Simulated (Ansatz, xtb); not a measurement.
System: sum formula GeOCl, charge -1, multiplicity 1. 
Geometry from a B3LYP-D3(BJ)/def2-TZVP (Ansatz, a program for electronic structure) optimisation:
```
Ge
O 1 1.6703
Cl 1 2.5023 2 107.84
```
Charge -1, spin multiplicity 1.

Harmonic wavenumbers from GFN2-xTB (xtb, at its own minimum), cm⁻¹: 136, 227, 852.

Task: Give the harmonic wavenumbers at B3LYP-D3(BJ)/def2-TZVP (Ansatz, finite differences of forces, unscaled).

Result: 165, 236, 905 cm⁻¹. Zero-point energy 1.9 kcal/mol.

Task: From these and the geometry, give the ideal-gas thermochemistry at 298.15 K and 1 atm (rigid rotor, harmonic oscillator).

Result: Point group Cs, rotational symmetry number 1. Rotational constants 17.3, 2.809, 2.416 GHz. S(trans) 40.36, S(rot) 25.42, S(vib) 4.46, S(elec, spin only) 0.00, S 70.2 cal/(mol K). H(298) - H(0) 3.11 kcal/mol; G - E(el) -16.0 kcal/mol.
